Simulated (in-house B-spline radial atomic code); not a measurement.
Whole-atom quantities along the 7-electron series, configuration 1s2 2s2 2p1/2(2) 2p3/2(1). Breit and QED terms are first order and not part of the total energy; the density at the nucleus is averaged over the nuclear charge. Computed with a B-spline radial code for spherical atoms: Dirac-Hartree-Fock, jj configuration that fills j = l - 1/2 first, finite nuclei.

```csv
ion,Z,E/Z² (Eh),Σ<r²> (bohr²),n(0)/Z³ (bohr⁻³),Lamb diamagnetic shielding (ppm),repulsion over attraction,Breit energy (eV),self-energy (eV),vacuum polarisation (eV)
Br28+,35,-1.5286,0.16729,1.0094,2005.69,0.037119,25.787,25.673,-2.6003
Kr29+,36,-1.5334,0.15698,1.0313,2069.45,0.036102,28.188,28.284,-2.9172
Rb30+,37,-1.5381,0.14756,1.0543,2133.6,0.035138,30.738,31.076,-3.2633
Sr31+,38,-1.5428,0.13894,1.0781,2198.15,0.034222,33.442,34.06,-3.6403
Zr33+,40,-1.5517,0.12373,1.1287,2328.53,0.032522,39.33,40.629,-4.4958
Nb34+,41,-1.5561,0.11701,1.1547,2394.39,0.031731,42.525,44.232,-4.9785
Mo35+,42,-1.5604,0.1108,1.1809,2460.73,0.030977,45.893,48.058,-5.5009
Tc36+,43,-1.5646,0.10505,1.2106,2527.55,0.030255,49.442,52.116,-6.0658
Ru37+,44,-1.5689,0.099711,1.2394,2594.87,0.029566,53.176,56.415,-6.6752
Rh38+,45,-1.573,0.094749,1.2713,2662.72,0.028905,57.1,60.965,-7.3325
Pd39+,46,-1.5772,0.090127,1.3036,2731.11,0.028272,61.221,65.775,-8.0401
Ag40+,47,-1.5813,0.085817,1.3383,2800.07,0.027665,65.544,70.855,-8.8013
```

Task: With what power of Z does the column «Breit energy (eV)» change over this range?

Result: A fit of the logarithm of its size against log Z from Z = 35 to 47 has slope 3.16.
